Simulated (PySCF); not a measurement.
## Shifts of the heteroatoms

Numbering as in the mapped SMILES `[CH3:1][O:2][c:3]1[cH:4][c:5]([Cl:6])[cH:7][c:8]([CH3:9])[p:10]1` (H(Xn): hydrogen on atom n).

PySCF calculation with shielding tensors at PBE0/pcSseg-1 (GIAO) and coordinates at the GFN2-xTB level; one averaged value for each set of equivalent atoms, one computed conformer, no solvent model, non-relativistic.

**Question.** Predict the $^{31}$P NMR data.

**Answer.** 
```
atoms                                     environment  σ (ppm)  δ (ppm)
  P10  phosphorus bonded to 2 C, in a 6-membered ring    183.9    117.7
```

Shieldings were converted by a linear fit to measured shifts: $^{31}$P: δ = 270.09 − 0.828σ (rms 18.1 ppm, 64 shifts vs H3PO4, solution or neat liquid). A few per cent of atoms miss by over 2 rms, more outside the fitted compound classes.

On a 300 MHz spectrometer $^{31}$P resonates near 121.4 MHz, so 1 ppm is 121.4 Hz.

**Question.** Where does $^{17}$O resonate?

**Answer.** 
```csv
atoms,environment,σ (ppm),δ (ppm)
O2,ether oxygen,177.5,105.1
```

Shieldings were converted by a linear fit to measured shifts: $^{17}$O (scatter 10.7 ppm rms, 12.2 ppm with the 3 outliers that the fit left out vs liquid water, solution or neat liquid). Occasional misses reach two or three times the rms, and more in compound classes unlike the fitted ones.

On a 600 MHz spectrometer $^{17}$O resonates near 81.3 MHz, so 1 ppm is 81.3 Hz.
